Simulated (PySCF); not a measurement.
Which determinant of SnCl⁺ lies lowest?

Unrestricted PBE0; PySCF, scalar-relativistic core potentials, basis sets Sn def2-TZVPPD with ECP28, Cl def2-TZVPPD. Outer shells of the fragments: Sn+ 4d10 5s2 5p1; Cl 3s2 3p5.

Followed along the bond (rough minima from three points):

```json
{"2Ms+1": "1", "unpaired": "none", "⟨S²⟩ at the start": "0.00", "R at minimum (Å)": "2.27", "Te (eV)": "0.00"}
{"2Ms+1": "3", "unpaired": "σ ↑, π ↑", "⟨S²⟩ at the start": "2.01", "R at minimum (Å)": "2.37", "Te (eV)": "3.84"}
```

Solutions found at the starting distance of 2.420 Å, counted from the lowest of them; the search is not exhaustive and high or unbound solutions are not listed, so other states can lie among these:

| 2Ms+1 | unpaired | term | E (eV) | ⟨S²⟩ | ⟨Lz²⟩ | μ (D) |
| --- | --- | --- | --- | --- | --- | --- |
| 1 | none | ¹Σ⁺ | 0.00 | 0.00 | 0.00 | -3.47 |
| 3 | σ ↑, π ↑ | ³Π | 3.65 | 2.01 | 1.00 | -1.41 |
| 3 | π ↑↑ | mixed | 3.86 | 2.01 | 2.01 | 1.57 |
| 3 | π ↑↑ | mixed | 4.00 | 2.01 | 2.01 | 1.60 |
| 1 | π ↑↓ | mixed | 4.01 | 1.01 | 2.01 | 1.60 |
| 3 | σ ↑↑ | ³Σ⁺ | 5.71 | 2.00 | 0.00 | -0.78 |
| 3 | σ ↑, π ↑ | ³Π | 5.96 | 2.01 | 1.01 | 1.63 |

A term symbol is given only where ⟨S²⟩ and ⟨Lz²⟩ are close to those of a pure state; real π, δ and φ orbitals otherwise mix terms. A positive dipole points towards Cl; it is taken about the centre of mass and depends on that origin.

Question: Compare the gap between the two lowest followed solutions at the starting distance with the gap between their minima.

Answer: At PBE0 the second solution (triplet, unpaired electrons σ ↑, π ↑) lies +3.65 eV from the first (singlet, closed shell) at 2.420 Å and +3.84 eV at the minima; the two curves relax by different amounts, since their minima lie near 2.37 and 2.27 Å.

Spin–orbit coupling is left out. Counting both spins, an empty level lies below a filled one in some of these solutions, because spin and occupation are held.
